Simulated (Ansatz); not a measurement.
```yaml
crystal:
  periodic: [true, true, true]
  atoms:
    - {symbol: C, position_ang: [1.626020, 1.826135, -1.233737]}
    - {symbol: C, position_ang: [0.727640, 1.091803, -0.913069]}
    - {symbol: Ge, position_ang: [-0.630900, -0.084313, -0.344063]}
    - {symbol: C, position_ang: [-0.295366, -1.123112, 1.231515]}
    - {symbol: F, position_ang: [-0.994857, -1.129559, -1.667554]}
    - {symbol: F, position_ang: [-2.066317, 0.849626, -0.134398]}
    - {symbol: H, position_ang: [2.415544, 2.480353, -1.527091]}
    - {symbol: H, position_ang: [0.587020, -1.744893, 1.079909]}
    - {symbol: H, position_ang: [-0.127753, -0.459072, 2.079551]}
    - {symbol: H, position_ang: [-1.157830, -1.758268, 1.431836]}
basis:
  gaussian: {orbitals: 6-31G}
magnetization: {spin_polarized: true, initial_magnetization: 0}
hamiltonian: {xc: {name: B97M-V}}
accuracy: high
```

```sh
$ ansatz run in.yaml --threads 4 --pin off --events-out ev --progress --plain --max-ram 10444MiB
```

It prints (some lines left out):

```
Error: YAML parse error: error: line 2 column 3: crystal: missing field `lattice` (a structure is typed as `lattice` and `atoms`, a molecule's as `atoms` in Å alone, or read from a run's directory, `checkpoint`)
 --> <input>:2:3
1 | crystal:
2 |   periodic: [true, true, true]
3 |   atoms:
4 |     - {symbol: C, position_ang: [1.626020, 1.826135, -1.233737]}
```

Task: Something in this input is off. What?

Result: The molecule is marked periodic without a cell. The program refused the input.
